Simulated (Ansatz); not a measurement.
Cost and result for the atomization energy of CH6GaNO2, SMILES `C[O][Ga]([NH2])[OH]` (11 atoms, 10 bonds).

```xyz
11

C    -0.444    1.263   -1.611
O    -0.865    0.696   -0.393
Ga    0.145   -0.426    0.532
N    -0.532   -1.202    2.020
O     1.751   -0.772   -0.167
H    -0.445    2.356   -1.530
H     0.560    0.945   -1.912
H    -1.142    0.984   -2.409
H    -1.363   -0.816    2.438
H     0.070   -1.609    2.715
H     2.265   -1.420    0.317
```

Charge 0, multiplicity 1. Correlated methods include outer-core shells of Ga, which these sets cover unevenly. Scalar relativity is left out up to krypton. The geometry is a stationary point of PBE0-D4/def2-TZVP. It is one conformer, not always the lowest. Program: Ansatz. All runs use 4 threads of an Arm Neoverse V1 on a shared host. Times are those of one run each, without the atoms' runs, and a repeat can differ threefold. Electronic energies, without spin–orbit coupling; frozen cores. CCSD(T)/CBS adds CCSD(T) − MP2 in def2-TZVPP to the MP2 limit, and its time is that of the two runs behind it. T1 = 0.013. With those shells the extrapolation isn't a true limit. B3LYP takes the VWN-RPA correlation (the form of Gaussian; ORCA's B3LYP/G). HSE06 is the plane-wave form, built on full-range PBE exchange.

CCSD(T)/CBS is a level of theory with its own doubt, some kJ/mol a heavy atom from the limit and from the frozen cores, so smaller differences don't rank the functionals.

```
                            level  functions  wall time
           LDA (SPW92)/def2-TZVPP        256      1.5 s
               BLYP-D4/def2-TZVPP        256      2.6 s
              HSE06-D4/def2-TZVPP        256      4.3 s
          CAM-B3LYP-D4/def2-TZVPP        256      4.6 s
B3LYP-D4/def2-TZVPP (with forces)        256        6 s
            r2SCANh-D4/def2-TZVPP        256        7 s
                B2PLYP/def2-TZVPP        256      7.5 s
              PBE-QIDH/def2-TZVPP        256      7.5 s
                 CCSD(T)/def2-SVP        118       14 s
 ωB97M-V/def2-TZVPP (with forces)        256       15 s
                   MP2/def2-QZVPP        497       32 s
               CCSD(T)/def2-TZVPP        256    5.8 min
                CCSD(T)/CBS(def2)          –    6.3 min
```

Problem. What atomization energy does each give, and how far from CCSD(T)/CBS? (An estimate is asked.)

Solution. The calculation gave: 
```json
{"level": "LDA (SPW92)/def2-TZVPP", "atomization (kcal/mol)": "1086.0", "difference from CCSD(T)/CBS": "143.5", "per bond": "14.3"}
{"level": "BLYP-D4/def2-TZVPP", "atomization (kcal/mol)": "935.6", "difference from CCSD(T)/CBS": "-6.9", "per bond": "-0.7"}
{"level": "HSE06-D4/def2-TZVPP", "atomization (kcal/mol)": "930.6", "difference from CCSD(T)/CBS": "-11.9", "per bond": "-1.2"}
{"level": "CAM-B3LYP-D4/def2-TZVPP", "atomization (kcal/mol)": "940.8", "difference from CCSD(T)/CBS": "-1.7", "per bond": "-0.2"}
{"level": "B3LYP-D4/def2-TZVPP (with forces)", "atomization (kcal/mol)": "932.3", "difference from CCSD(T)/CBS": "-10.2", "per bond": "-1.0"}
{"level": "r2SCANh-D4/def2-TZVPP", "atomization (kcal/mol)": "927.4", "difference from CCSD(T)/CBS": "-15.1", "per bond": "-1.5"}
{"level": "B2PLYP/def2-TZVPP", "atomization (kcal/mol)": "927.2", "difference from CCSD(T)/CBS": "-15.3", "per bond": "-1.5"}
{"level": "PBE-QIDH/def2-TZVPP", "atomization (kcal/mol)": "926.5", "difference from CCSD(T)/CBS": "-16.0", "per bond": "-1.6"}
{"level": "CCSD(T)/def2-SVP", "atomization (kcal/mol)": "877.0", "difference from CCSD(T)/CBS": "-65.5", "per bond": "-6.5"}
{"level": "ωB97M-V/def2-TZVPP (with forces)", "atomization (kcal/mol)": "936.6", "difference from CCSD(T)/CBS": "-5.9", "per bond": "-0.6"}
{"level": "MP2/def2-QZVPP", "atomization (kcal/mol)": "953.5", "difference from CCSD(T)/CBS": "11.0", "per bond": "1.1"}
{"level": "CCSD(T)/def2-TZVPP", "atomization (kcal/mol)": "916.0", "difference from CCSD(T)/CBS": "-26.5", "per bond": "-2.7"}
{"level": "CCSD(T)/CBS(def2)", "atomization (kcal/mol)": "942.5", "difference from CCSD(T)/CBS": "0.0", "per bond": "0.0"}
```

From BLYP to BHLYP (50 % exact exchange), in def2-TZVPP and without D4, the atomization energy moves by −34.6 kcal/mol: exact exchange takes away binding that semilocal exchange gives to molecules. In def2-TZVPP, CCSD(T) changes the Hartree–Fock value by +277.9 kcal/mol (the triples alone add +15.9 kcal/mol) and MP2 by +299.4 kcal/mol; breaking electron pairs costs correlation energy, which Hartree–Fock lacks. Leaving LDA and LC-ωPBE aside and taking each functional with its dispersion term where it has one, the values, not all of them listed here, spread over 57.3 kcal/mol, from BHLYP-D4 to PBE-D4. LDA lies +136.6 kcal/mol from PBE without D4, its usual overbinding.
